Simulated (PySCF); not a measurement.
A survey of ³³S NMR shifts

[PySCF 2.14: geometry: GFN2-xTB; shielding tensors at PBE0/pcSseg-1 (GIAO); isolated molecule; non-relativistic; one averaged value for each set of equivalent atoms; one computed conformer]

Shieldings were converted by a linear fit to measured shifts: ³³S: δ = 158.28 − 0.937σ (rms 33.3 ppm, 20 shifts vs sulfate, solution or neat liquid). Occasional misses reach two or three times the rms, and more in compound classes unlike the fitted ones.

Q: Give the ³³S shifts of `C=NC1=CCCS(=O)(=O)C1`, `Cc1ccsc1C(=O)Cl`, `O=C=Pc1cccs1`, `O=C=Pc1ccsc1`, `C/C=N/C1=CCS(=O)(=O)C1`, `CCCS[SiH3]`.

A: 
```
              compound             environment  δ (ppm)
  C=NC1=CCCS(=O)(=O)C1          sulfone sulfur      -38
       Cc1ccsc1C(=O)Cl    aromatic ring sulfur      -66
          O=C=Pc1cccs1    aromatic ring sulfur      -71
          O=C=Pc1ccsc1    aromatic ring sulfur      -69
C/C=N/C1=CCS(=O)(=O)C1          sulfone sulfur       21
            CCCS[SiH3]  sulfur bonded to C, Si     -501
```

Q: Order these by ³³S shift, lowest first.
A. [H]/N=C\C1=CCCCS1(=O)=O
B. [SiH3]Nc1cc2sccc2o1
C. CC(C)S[SiH3]
D. CCCS[SiH3]
E. C=NCC1=CCS(=O)(=O)C1

A: D (-501 ppm, sulfur bonded to C, Si), C (-425 ppm, sulfur bonded to C, Si), B (-186 ppm, aromatic ring sulfur), A (-42 ppm, sulfone sulfur), E (14 ppm, sulfone sulfur).
